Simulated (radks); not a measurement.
Results of a calculation; reference values are marked as such.
Removal energies from the lutetium ion Lu5+, [Xe] 4f12, by Delta-SCF beside the eigenvalue of the level emptied. Code: a radial shooting solver on a logarithmic mesh with Libxc functionals. Model: non-relativistic Kohn-Sham, PBE, spin-polarised, spherical densities, point nucleus. Open shells are filled with parallel spins first.

5p: final configuration [Kr] 4d10 4f12 5s2 5p5; Delta-SCF (eV) 97.801; -eigenvalue (eV) 89.894
4f: final configuration [Xe] 4f11; Delta-SCF (eV) 100.09; -eigenvalue (eV) 87.297
5s: final configuration [Kr] 4d10 4f12 5s1 5p6; Delta-SCF (eV) 121.19; -eigenvalue (eV) 112.73
4d: final configuration [Kr] 4d9 4f12 5s2 5p6; Delta-SCF (eV) 281.53; -eigenvalue (eV) 267.71
